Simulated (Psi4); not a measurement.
AlClOF (SMILES [O][Al]([F])[Cl]): entropy by statistical mechanics

A doublet with charge 0, relaxed at UPBE-D3(BJ)/def2-SVP (density fitting) (Psi4 1.11):

```xyz
4

O     1.0092    0.5871    1.3107
Al    0.0677   -0.1073    0.0187
F     0.2552   -1.7094   -0.3882
Cl   -1.2770    1.1466   -0.9704
```

Harmonic wavenumbers in cm⁻¹: 142, 208, 235, 492, 771, 913.

Masses in u: O 15.999, Al 26.982, F 18.998, Cl 35.45. Take T = 298.15 K, p = 1 bar, R = 8.3145 J/(mol K), kT/hc = 207.22 cm⁻¹, rigid rotor and harmonic oscillator.

Question: Compute the standard molar entropy.

Answer: 
1. Translation (Sackur–Tetrode): S = R[3/2 ln M + 5/2 ln T − 1.1517] with M = 97.429 gives 166.0 J/(mol K).
2. Rotation: principal moments 75.535, 160.003, 235.538 u Å² give A, B, C = 0.2232, 0.1054, 0.0716 cm⁻¹; the symmetry number is σ = 1; q = (√π/σ)√((kT/hc)³/ABC) = 128825; S = R(ln q + 3/2) = 110.3.
3. Vibration: with u = ν̃/207.22, each mode gives R[u/(eᵘ − 1) − ln(1 − e⁻ᵘ)]; the sum is 32.3, most from 142 cm⁻¹ (11.6), 208 cm⁻¹ (8.6), 235 cm⁻¹ (7.7).
4. Spin: R ln 2 = 5.8.
5. Sum: 166.0 + 110.3 + 32.3 + 5.8 = 314.4 J/(mol K).

No measured value is set beside it here.
